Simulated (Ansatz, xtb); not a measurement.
Relative energy of two structures of C2SeSn

Structure a is a singlet given by its coordinates and structure b is `[Se]=C=[C]=[Sn]`, a singlet. Both are isolated molecules in the gas phase, relaxed with PBE0-D3(BJ)/def2-SVP.

a (Å):

```yaml
atoms:
  - { symbol: C, position_ang: [0.5778, 1.3179, -0.0817] }
  - { symbol: C, position_ang: [0.0548, 1.5529, -1.2277] }
  - { symbol: Se, position_ang: [-0.7424, 1.2175, -2.8615] }
  - { symbol: Sn, position_ang: [-0.0011, -0.6583, -0.9856] }
```

Close contacts (Å): C1–C2 1.28, C1–Sn4 2.25, C2–Se3 1.85, C2–Sn4 2.23, Se3–Sn4 2.75.

b (Å):

```yaml
atoms:
  - { symbol: C, position_ang: [0.0000, 0.0000, -0.7040] }
  - { symbol: C, position_ang: [0.0000, 0.0000, 0.5746] }
  - { symbol: Se, position_ang: [0.0000, 0.0000, -2.4193] }
  - { symbol: Sn, position_ang: [0.0000, 0.0000, 2.5487] }
```

Energies in hartree; the thermal terms are from PBE0-D3(BJ)/def2-SVP harmonic frequencies (ideal gas, rigid rotor, one conformer each, 400 K, 1 atm) and include the zero-point energy:

```
                                 a            b
E, CCSD(T)/def2-TZVPP  −2689.774911  −2689.782348
    zero-point energy      0.008546      0.009471
         H(400 K) − E      0.016672      0.018025
         G(400 K) − E     −0.034980     −0.032176
```

Q: Work out ΔE, ΔE₀, ΔH and ΔG for a → b in kJ/mol (1 Eh = 2625.50 kJ/mol) and the equilibrium ratio [b]/[a].

A: 1. ΔE = −2689.782348 − (−2689.774911) = −0.007437 Eh = −19.53 kJ/mol.
2. ΔE₀ = ΔE + ΔZPE = −0.007437 + (+0.000925) Eh = −17.10 kJ/mol.
3. ΔH = ΔE + (+0.001353) Eh = −15.97 kJ/mol.
4. ΔG = ΔE + (+0.002804) Eh = −12.16 kJ/mol, so ΔS = (ΔH − ΔG)/T = −9.5 J/(mol K).
5. kT = 1.2667 mEh, so K = [b]/[a] = exp(−ΔG/kT) = exp(+3.66) ≈ 39.

Structure b is favoured at this temperature. An error of 4 kJ/mol in ΔG would change K by a factor of 3.3. HF/def2-TZVPP gave ΔE the other sign. Large T1 diagnostics make the coupled-cluster value less sure. Mirror images and further conformers aren't counted.

Other levels gave ΔE = −47.8 (PBE0-D3(BJ)/def2-SVP); +5.4 (HF/def2-TZVPP); −23.8 (MP2/def2-TZVPP) kJ/mol. The correlated steps freeze 15 core orbitals; the filled d shell of Se and Sn is correlated, in a basis made for valence electrons. Atoms past krypton carry core potentials in the def2 sets, without spin–orbit terms. Programs: Ansatz 0.2.0.
